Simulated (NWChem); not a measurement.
The numbers come from NWChem runs, not from measurements. System: C5H7O, charge 1, spin multiplicity 1, at the geometry of a parent with another charge or spin, in a state set for the comparison that need not be this species' ground state. Level: B3LYP/def2-SVP, VWN1-RPA local correlation.

Part of the output:

```
             Northwest Computational Chemistry Package (NWChem) 7.3.0
             --------------------------------------------------------

                                NWChem Input Module
                                -------------------

 Scaling coordinates for geometry "geometry" by  1.889725989
 (inverse scale =  0.529177249)

                             Geometry "geometry" -> ""
                             -------------------------

 Output coordinates in angstroms (scale by  1.889725989 to convert to a.u.)

  No.       Tag          Charge          X              Y              Z
 ---- ---------------- ---------- -------------- -------------- --------------
    1 O                    8.0000     0.86186600     1.85882800     0.41003500
    2 C                    6.0000     0.38696800     0.78752600     0.14618000
    3 C                    6.0000     1.14268600    -0.53880100     0.13752500
    4 C                    6.0000     0.10667700    -1.56250600    -0.13997700
    5 C                    6.0000    -1.26664800    -0.97985400    -0.26449000
    6 C                    6.0000    -1.06625200     0.53840500    -0.24403300
    7 H                    1.0000     1.67274000    -0.66176500     1.10285100
    8 H                    1.0000     1.95024500    -0.48514400    -0.62043000
    9 H                    1.0000     0.30397700    -2.63545700    -0.17778100
   10 H                    1.0000    -1.91671300    -1.31027500     0.57007600
   11 H                    1.0000    -1.78057700    -1.32638600    -1.17925700
   12 H                    1.0000    -1.21848700     0.99822400    -1.23511800
   13 H                    1.0000    -1.72669700     1.08156300     0.44814700

 Effective nuclear repulsion energy (a.u.)     225.1612549419

            Nuclear Dipole moment (a.u.)
            ----------------------------
        X                 Y               Z
 ---------------- ---------------- ----------------
     0.0000037795     0.0000075589    -0.0000037795


 Summary of "ao basis" -> "" (spherical)
 ------------------------------------------------------------------------------
       Tag                 Description            Shells   Functions and Types
 ---------------- ------------------------------  ------  ---------------------
 *                          def2-svp                  on all atoms

                                 NWChem DFT Module
                                 -----------------
[...]
 Vector   21  Occ=2.000000D+00  E=-5.302215D-01
              MO Center=  3.6D-02,  1.1D+00,  7.8D-02, r^2= 2.9D+00
   Bfn.  Coefficient  Atom+Function         Bfn.  Coefficient  Atom+Function
  ----- ------------  ---------------      ----- ------------  ---------------
     6      0.420906   1 O  pz                9      0.263412   1 O  pz
    76     -0.247587   6 C  pz               20      0.237426   2 C  pz
   110      0.210937  12 H  s               115     -0.177173  13 H  s
    23      0.164605   2 C  pz               79     -0.155324   6 C  pz
   100      0.110577  10 H  s                62      0.109198   5 C  pz

 Vector   22  Occ=2.000000D+00  E=-4.381431D-01
              MO Center=  5.7D-01,  1.2D+00,  2.6D-01, r^2= 2.1D+00
   Bfn.  Coefficient  Atom+Function         Bfn.  Coefficient  Atom+Function
  ----- ------------  ---------------      ----- ------------  ---------------
     4      0.507890   1 O  px               31     -0.433689   3 C  s
    73      0.392040   6 C  s                 7      0.343556   1 O  px
     5     -0.235217   1 O  py               74      0.230534   6 C  px
    33     -0.224378   3 C  py               77      0.187486   6 C  px
    45      0.169737   4 C  s                59     -0.170021   5 C  s

 Vector   23  Occ=0.000000D+00  E=-3.778635D-01
              MO Center=  7.8D-02, -1.4D+00, -1.2D-01, r^2= 2.1D+00
   Bfn.  Coefficient  Atom+Function         Bfn.  Coefficient  Atom+Function
  ----- ------------  ---------------      ----- ------------  ---------------
    48      0.577947   4 C  pz               51      0.500039   4 C  pz
   100     -0.181370  10 H  s                90      0.173033   8 H  s
    85     -0.169516   7 H  s               105      0.158961  11 H  s
   101     -0.134594  10 H  s                91      0.125236   8 H  s
    86     -0.120215   7 H  s               106      0.115170  11 H  s

 Vector   24  Occ=0.000000D+00  E=-2.108293D-01
              MO Center=  4.5D-01,  8.9D-01,  1.5D-01, r^2= 2.6D+00
   Bfn.  Coefficient  Atom+Function         Bfn.  Coefficient  Atom+Function
  ----- ------------  ---------------      ----- ------------  ---------------
    20      0.486507   2 C  pz               23      0.427948   2 C  pz
     9     -0.389023   1 O  pz                6     -0.386435   1 O  pz
    91      0.363005   8 H  s                86     -0.330467   7 H  s
   111      0.318671  12 H  s               116     -0.258401  13 H  s
    37      0.231993   3 C  pz               73     -0.199606   6 C  s

 Vector   25  Occ=0.000000D+00  E=-1.340892D-01
              MO Center= -4.0D-01, -1.3D+00, -1.1D-01, r^2= 7.2D+00
   Bfn.  Coefficient  Atom+Function         Bfn.  Coefficient  Atom+Function
  ----- ------------  ---------------      ----- ------------  ---------------
    59      1.500876   5 C  s                31      1.172347   3 C  s
    96     -0.956692   9 H  s               101     -0.861675  10 H  s
   106     -0.808488  11 H  s                86     -0.676181   7 H  s
    91     -0.624925   8 H  s                50     -0.538933   4 C  py
    73      0.489781   6 C  s               116     -0.414282  13 H  s

 center of mass
 --------------
 x =   0.06120597 y =   0.09774806 z =   0.02459452

 moments of inertia (a.u.)
 ------------------
         477.431415501649         -95.296262464981         -62.431660689256
         -95.296262464981         323.178942590703         -60.332432486178
         -62.431660689256         -60.332432486178         728.744544702874

     Multipole analysis of the density
     ---------------------------------

     L   x y z        total         alpha         beta         nuclear
     -   - - -        -----         -----         ----         -------
     0   0 0 0      1.000000    -22.000000    -22.000000     45.000000

     1   1 0 0     -0.472556     -0.236280     -0.236280      0.000004
     1   0 1 0     -2.628751     -1.314379     -1.314379      0.000008
     1   0 0 1     -0.390884     -0.195440     -0.195440     -0.000004

     2   2 0 0    -17.993382    -96.837254    -96.837254    175.681126
     2   1 1 0     -1.712191    -23.868364    -23.868364     46.024537
     2   1 0 1      0.315731    -17.537032    -17.537032     35.389796
     2   0 2 0    -20.241787   -132.456181   -132.456181    244.670574
     2   0 1 1     -0.445875    -15.455683    -15.455683     30.465491
     2   0 0 2    -22.266835    -24.625130    -24.625130     26.983424

 Task  times  cpu:       18.9s     wall:       18.9s

 Total times  cpu:       19.0s     wall:       19.0s
```

Q: Write an NWChem input that would produce this output.

A: One answer among several that fit: 
```
start mol
memory heap 200 mb stack 900 mb global 1100 mb
charge 1
geometry units angstroms nocenter noautoz noautosym
  O      0.861866     1.858828     0.410035
  C      0.386968     0.787526     0.146180
  C      1.142686    -0.538801     0.137525
  C      0.106677    -1.562506    -0.139977
  C     -1.266648    -0.979854    -0.264490
  C     -1.066252     0.538405    -0.244033
  H      1.672740    -0.661765     1.102851
  H      1.950245    -0.485144    -0.620430
  H      0.303977    -2.635457    -0.177781
  H     -1.916713    -1.310275     0.570076
  H     -1.780577    -1.326386    -1.179257
  H     -1.218487     0.998224    -1.235118
  H     -1.726697     1.081563     0.448147
end
basis spherical
  * library def2-svp
end
dft
  xc b3lyp
  semidirect memsize 60000000 filesize 0
  iterations 100
end
task dft energy
```
